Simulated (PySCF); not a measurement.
Isomers of C4H10OSSi2.

All values: PBE0/pcSseg-1 (PySCF) at GFN2-xTB geometries, gas phase, one conformer each.

Problem. Rank by HOMO–LUMO gap, highest first.
A. `[CH3:1][SiH2:2][C:3]#[C:4][Si@H:5]([OH:6])[S:7][CH3:8]` with C4–Si5–O6–H -83°, C4–Si5–S7–C8 -53°
B. `[CH3:1][C:2]#[C:3][CH2:4][Si@@H:5]([OH:6])[SiH2:7][SH:8]` with C3–C4–Si5–O6 53°, C4–Si5–O6–H -48°, C4–Si5–Si7–S8 64°, Si5–Si7–S8–H -179°
C. `[CH:1]#[C:2][Si@H:3]([OH:4])[S:5][CH2:6][SiH2:7][CH3:8]` with C2–Si3–O4–H -83°, C2–Si3–S5–C6 -56°, Si3–S5–C6–Si7 -178°, S5–C6–Si7–C8 -65°
D. `[CH3:1][C:2](=[S:3])[Si@H:4]1[CH2:5][CH2:6][SiH2:7][O:8]1` with C1–C2–Si4–C5 -90°, C2–Si4–C5–C6 143°, Si4–C5–C6–Si7 -30°, C5–C6–Si7–O8 21°, C6–Si7–O8–Si4 -1°

Solution. B (6.45 eV), C (6.29 eV), A (5.97 eV), D (3.92 eV).

Problem. Rank by HOMO energy, lowest first.
A. `[CH3:1][C:2]#[C:3][CH2:4][Si@@H:5]([OH:6])[SiH2:7][SH:8]` with C3–C4–Si5–O6 53°, C4–Si5–O6–H -48°, C4–Si5–Si7–S8 64°, Si5–Si7–S8–H -179°
B. `[CH3:1][S:2][Si@@H:3]([OH:4])[C:5]#[C:6][CH2:7][SiH3:8]` with C1–S2–Si3–O4 -176°, S2–Si3–O4–H 27°
C. `[CH3:1][C:2](=[S:3])[Si@H:4]1[CH2:5][CH2:6][SiH2:7][O:8]1` with C1–C2–Si4–C5 -90°, C2–Si4–C5–C6 143°, Si4–C5–C6–Si7 -30°, C5–C6–Si7–O8 21°, C6–Si7–O8–Si4 -1°
D. `[CH3:1][SiH2:2][C:3]#[C:4][Si@H:5]([OH:6])[S:7][CH3:8]` with C4–Si5–O6–H -83°, C4–Si5–S7–C8 -53°

Solution. A (-7.15 eV), D (-6.87 eV), B (-6.71 eV), C (-6.30 eV).

All values together:

```tsv
SMILES	μ (D)	HOMO (eV)	LUMO (eV)	lowest IAO charge (e)	highest IAO charge (e)	lowest Hirshfeld charge (e)	highest Hirshfeld charge (e)
CS[Si@@H](O)C#CC[SiH3]	2.91	-6.71	-0.43	-0.782 (O)	+1.094 (Si)	-0.301 (O)	+0.398 (Si)
CC#CC[Si@@H](O)[SiH2]S	2.38	-7.15	-0.70	-0.795 (O)	+0.916 (Si)	-0.307 (O)	+0.351 (Si)
C[SiH2]C#C[Si@H](O)SC	2.10	-6.87	-0.90	-0.779 (O)	+1.091 (Si)	-0.298 (O)	+0.404 (Si)
CC(=S)[Si@H]1CC[SiH2]O1	2.81	-6.30	-2.38	-0.895 (O)	+1.108 (Si)	-0.316 (O)	+0.410 (Si)
C#C[Si@H](O)SC[SiH2]C	2.00	-6.94	-0.65	-0.778 (O)	+1.096 (Si)	-0.297 (O)	+0.404 (Si)
```

Conformers: `[CH3:1][S:2][Si@@H:3]([OH:4])[C:5]#[C:6][CH2:7][SiH3:8]` with C1–S2–Si3–O4 -176°, S2–Si3–O4–H 27°; `[CH3:1][C:2]#[C:3][CH2:4][Si@@H:5]([OH:6])[SiH2:7][SH:8]` with C3–C4–Si5–O6 53°, C4–Si5–O6–H -48°, C4–Si5–Si7–S8 64°, Si5–Si7–S8–H -179°; `[CH3:1][SiH2:2][C:3]#[C:4][Si@H:5]([OH:6])[S:7][CH3:8]` with C4–Si5–O6–H -83°, C4–Si5–S7–C8 -53°; `[CH3:1][C:2](=[S:3])[Si@H:4]1[CH2:5][CH2:6][SiH2:7][O:8]1` with C1–C2–Si4–C5 -90°, C2–Si4–C5–C6 143°, Si4–C5–C6–Si7 -30°, C5–C6–Si7–O8 21°, C6–Si7–O8–Si4 -1°; `[CH:1]#[C:2][Si@H:3]([OH:4])[S:5][CH2:6][SiH2:7][CH3:8]` with C2–Si3–O4–H -83°, C2–Si3–S5–C6 -56°, Si3–S5–C6–Si7 -178°, S5–C6–Si7–C8 -65°.
